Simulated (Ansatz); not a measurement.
One geometry of the cluster PbS₂, several levels of theory.

```yaml
crystal:
  periodic: [false, false, false]
  atoms:
    - {symbol: Pb, position_ang: [0.814299, -1.153076, -0.901076]}
    - {symbol: S, position_ang: [-1.461948, 0.054991, 0.164842]}
    - {symbol: S, position_ang: [0.647650, 1.098085, 0.736234]}
basis:
  gaussian: {orbitals: def2-TZVP, initial_orbitals: start.molden}
magnetization: {spin_polarized: true, initial_magnetization: 4}
hamiltonian: {xc: pbe0, dispersion: d4}
output: {orbitals: {seedname: orbitals}}
```

The file start.molden holds the orbitals of an earlier run on this structure, at another level or in another basis.

```sh
$ ansatz run in.yaml --threads 4 --pin off --events-out ev --progress --plain --max-ram 3916MiB
```

It prints (some lines left out):

```
Functional definition: PBE0
972 factors; their error is unknown
mean field evaluation 1: about -26909.3961 eV, gradient 8.1e0 eV
mean field evaluation 2: about -26909.4908 eV, gradient 1.7e-1 eV
mean field evaluation 4: about -26909.5837 eV, gradient 2.1e-3 eV
mean field evaluation 8: about -26909.5948 eV, gradient 3.6e-1 eV
mean field evaluation 16: about -26909.6053 eV, gradient 8.2e-3 eV
mean field evaluation 32: about -26909.4895 eV, gradient 6.0e-1 eV
mean field evaluation 64: about -26909.4835 eV, gradient 3.0e0 eV
mean field -26909.60527331 eV, -988.9097538087 hartree, gradient 9.3e-6 eV, S^2 6.016176; 9 other end points of the search recorded, 0 dependent functions left out
reference -26909.60530154 eV, -988.9097548461 hartree; 29, 25 occupied and 95, 99 virtual orbitals, 972 factors
Total energy: -26909.71168216 eV, -988.9136642617 hartree
```

Run time 12 s (4 threads of AMD EPYC 7R43 on a shared host).

First input, but with `hamiltonian: {xc: pbe}`, `correlation: {method: rpa}`, `scf: {omitted_lower_state_checks: [starts]}` and without the key `output` (abridged; 2.8 s):

```
Functional definition: PBE
mean field -26909.13646426 eV, -988.8925253938 hartree, gradient 8.9e-6 eV, S^2 6.007615
14 core orbitals not correlated: weight in the atoms' cores, before any rotation towards them, 1.000 or more for the frozen orbitals, at most 0.000 for the correlated occupied ones
Total energy: -26879.91706295 eV, -987.8187322014 hartree
Checks for a lower state left out: starts
```

As the first input, with `hamiltonian: {xc: hf}`, `scf: {omitted_lower_state_checks: [starts]}` (abridged; 4.2 s):

```
Functional definition: HF
mean field evaluation 16: about -26854.0480 eV, gradient 1.4e-5 eV
mean field -26854.04802955 eV, -986.8680627585 hartree, gradient 5.0e-6 eV, S^2 6.046460
Total energy: -26854.04802955 eV, -986.8680627585 hartree
Checks for a lower state left out: starts
```

First input, but with `gaussian: {orbitals: def2-TZVPP, initial_orbitals: start.molden}`, `correlation: {method: ccsd_t}`, `scf: {omitted_lower_state_checks: [starts, cluster_reference]}` and without the key `hamiltonian` (abridged; 18 s):

```
Functional definition: HF
mean field evaluation 16: about -26854.0510 eV, gradient 6.6e-5 eV
mean field -26854.05099703 eV, -986.8681718114 hartree, gradient 1.5e-6 eV, S^2 6.046398
14 core orbitals not correlated: weight in the atoms' cores, before any rotation towards them, 1.000 or more for the frozen orbitals, at most 0.000 for the correlated occupied ones
second order -17.92495359 eV of doubles, -0.00000000 eV of singles
cycle   1  -17.58736834 eV  change    3.4e-1 eV  update   1.1e-1
cycle   2  -18.09881993 eV  change   -5.1e-1 eV  update   3.3e-2
cycle   3  -18.19217658 eV  change   -9.3e-2 eV  update   1.9e-2
cycle   4  -18.18260773 eV  change    9.6e-3 eV  update   6.6e-3
cycle   5  -18.18133568 eV  change    1.3e-3 eV  update   3.9e-3
cycle   6  -18.18307925 eV  change   -1.7e-3 eV  update   1.6e-3
cycle   7  -18.18263732 eV  change    4.4e-4 eV  update   7.2e-4
cycle   8  -18.18275553 eV  change   -1.2e-4 eV  update   3.5e-4
cycle   9  -18.18285124 eV  change   -9.6e-5 eV  update   2.1e-4
cycle  10  -18.18269211 eV  change    1.6e-4 eV  update   1.0e-4
cycle  11  -18.18277152 eV  change   -7.9e-5 eV  update   6.6e-5
cycle  12  -18.18277652 eV  change   -5.0e-6 eV  update   2.6e-5
perturbative correction -0.68288148 eV, -0.0250954316 hartree
Total energy: -26872.91665504 eV, -987.5614719555 hartree
Checks for a lower state left out: starts, cluster_reference
```

As the first input, with `hamiltonian: {xc: r2scan, dispersion: d4}`, `scf: {omitted_lower_state_checks: [starts]}` (abridged; 10 s):

```
Functional definition: r2SCAN
mean field evaluation 16: about -26918.3805 eV, gradient 2.8e-5 eV
mean field -26918.38054185 eV, -989.2322389794 hartree, gradient 2.4e-6 eV, S^2 6.019986
Total energy: -26918.40330439 eV, -989.2330754874 hartree
Checks for a lower state left out: starts
```

First input, but with `hamiltonian: {xc: pbe, dispersion: d4}`, `scf: {omitted_lower_state_checks: [starts]}` (abridged; 1.8 s):

```
Functional definition: PBE
mean field -26909.13646801 eV, -988.8925255314 hartree, gradient 1.5e-5 eV, S^2 6.007615
Total energy: -26909.26265755 eV, -988.8971629115 hartree
Checks for a lower state left out: starts
```

As the first input, with `hamiltonian: {xc: lda}`, `scf: {omitted_lower_state_checks: [starts]}` (abridged; 1.3 s):

```
Functional definition: SPW92
mean field -26835.81118958 eV, -986.1978712510 hartree, gradient 2.4e-5 eV, S^2 6.005001
Total energy: -26835.81122101 eV, -986.1978724059 hartree
Checks for a lower state left out: starts
```

Geometry: PBE-D4/def2-TZVP.

In the def2 sets Pb takes a core potential; there is no spin–orbit coupling. Correlated methods freeze 14 core orbitals; core or outer-core shells of Pb are correlated, in sets that lack core-valence functions. At PBE0-D4/def2-TZVP a singlet of charge 0 lies 4.15 eV below the quintet, each at its own geometry. The structure comes from a short search, and lower isomers may exist.
